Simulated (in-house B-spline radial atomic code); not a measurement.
Orbital energies and mean radii along the 61-electron series, configuration 1s2 2s2 2p6 3s2 3p6 3d10 4s2 4p6 4d10 4f5/2(6) 4f7/2(7) 5s2. The effective charge is n√(-2ε), a non-relativistic measure. Computed with an all-electron radial atomic-structure program (B-spline basis): Dirac-Hartree-Fock, jj configuration that fills j = l - 1/2 first, finite nuclei.

```tsv
ion	Z	energy of 4d3/2 (Eh)	mean radius of 4d3/2 (bohr)	energy of 5s1/2 (Eh)	mean radius of 5s1/2 (bohr)	energy of 4p1/2 (Eh)	mean radius of 4p1/2 (bohr)	effective charge of 4d3/2
Ta12+	73	-17.731	0.51093	-10.126	1.0072	-26.219	0.46472	23.82
W13+	74	?	?	?	?	?	?	?
Re14+	75	?	?	?	?	?	?	?
Os15+	76	?	?	?	?	?	?	?
Ir16+	77	-24.825	0.46396	-14.917	0.88702	-34.877	0.4253	28.185
Pt17+	78	-26.779	0.45341	-16.243	0.86128	-37.262	0.41623	29.273
Au18+	79	-28.805	0.44329	-17.62	0.83698	-39.735	0.40744	30.36
Hg19+	80	-30.901	0.43357	-19.049	0.81399	-42.297	0.39894	31.445
Tl20+	81	-33.067	0.42425	-20.529	0.79219	-44.946	0.39071	32.529
Pb21+	82	-35.302	0.41529	-22.062	0.77149	-47.685	0.38273	33.611
Bi22+	83	-37.608	0.40668	-23.646	0.75181	-50.513	0.375	34.691
```

(1) Fill in the row of W13+.

(2) Fill in the row of Re14+.

(3) Fill in the row of Os15+.

(4) How does the screening of 4d3/2 change?

## Answers

(1) energy of 4d3/2 (Eh): -19.394; mean radius of 4d3/2 (bohr): 0.49844; energy of 5s1/2 (Eh): -11.246; mean radius of 5s1/2 (bohr): 0.97425; energy of 4p1/2 (Eh): -28.25; mean radius of 4p1/2 (bohr): 0.45438; effective charge of 4d3/2: 24.912.

(2) energy of 4d3/2 (Eh): -21.131; mean radius of 4d3/2 (bohr): 0.48646; energy of 5s1/2 (Eh): -12.418; mean radius of 5s1/2 (bohr): 0.94334; energy of 4p1/2 (Eh): -30.371; mean radius of 4p1/2 (bohr): 0.44437; effective charge of 4d3/2: 26.004.

(3) energy of 4d3/2 (Eh): -22.942; mean radius of 4d3/2 (bohr): 0.47497; energy of 5s1/2 (Eh): -13.642; mean radius of 5s1/2 (bohr): 0.91432; energy of 4p1/2 (Eh): -32.58; mean radius of 4p1/2 (bohr): 0.43468; effective charge of 4d3/2: 27.095.

(4) Z less the effective charge goes from 49.18 at Z = 73 to 48.31 at Z = 83.
